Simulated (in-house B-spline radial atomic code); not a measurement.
A run on Tl- that did not converge. Method: scalar-relativistic (X2C) BHandHLYP, spin-polarised, spherical fractional occupations, Fermi nucleus of rms radius 5.4759 fm; computed with an all-electron radial atomic-structure program (B-spline basis).

Command:
```bash
python run_scf.py task.json out
```
Settings (nuclear radius in fm, mass in u):
```
Z                81
configuration    [Xe] 4f14 5d10 6s2 6p2
hamiltonian      x2c
method           bhandhlyp
spin_polarised   True
nucleus          fermi
rms_radius       5.4759
atomic_mass      204.97443
speed_of_light   137.035999084
```

First and last ten iterations of the last attempt (damped for 15 steps, keeping 80 % of the old Fock matrix, then DIIS):
```
 iter        energy (Eh)    residual
    1      -20247.615828    7.81e-01
    2      -20205.666854    4.28e-01
    3      -20249.109439    8.00e-02
    4      -20249.258001    6.09e-02
    5      -20249.346955    4.53e-02
    6      -20249.400919    3.31e-02
    7      -20249.434209    2.37e-02
    8      -20249.455170    1.67e-02
    9      -20249.468663    1.18e-02
   10      -20249.477540    8.46e-03
  111      -20249.498000    1.09e-03
  112      -20249.496451    1.78e-03
  113      -20249.498501    4.99e-04
  114      -20249.498629    2.62e-04
  115      -20249.498675    4.70e-05
  116      -20249.498676    6.75e-06
  117      -20249.498676    4.87e-06
  118      -20249.498676    1.69e-06
  119      -20249.498676    2.97e-06
  120      -20249.498676    1.28e-06
 not converged after 120 iterations
```

The smallest residual met was 1.3e-06; the threshold is about 8e-07. Over the last five steps the energy moves by less than 1e-07 hartree, but the orbitals didn't meet the threshold.Radii and densities under X2C are those of the two-component orbitals, without the picture-change correction, which makes inner s shells of heavy atoms about 5 % too small.
